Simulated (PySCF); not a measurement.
**HBr⁻ at UHF-CCSD**

Level: UHF-CCSD. PySCF, spin-free X2C with a Gaussian nucleus, basis sets H aug-cc-pVDZ-DK, Br aug-cc-pVDZ-DK.

- state: ²Σ⁺ (doublet), unpaired electrons σ ↑
- bond length: 232.6 pm
- harmonic wavenumber: 400 cm⁻¹
- force constant: 0.0936 mdyn/Å
- rotational constant Be: 3.131 cm⁻¹
- well depth De to H + Br⁻: 0.14 eV
- dissociation energy D0: 0.12 eV

Correlated steps freeze 9 core orbitals. The bond is weak. Basis-set superposition, not corrected here, can be much of De in a small basis, most of all at correlated wavefunction levels. Spin–orbit coupling is left out. For an ion De counts to the pair picked by the measured ionisation energies or electron affinities, which need not be the lowest pair at this level. The state is the lowest determinant that a PBE0 search found; another state may lie lower at other levels.
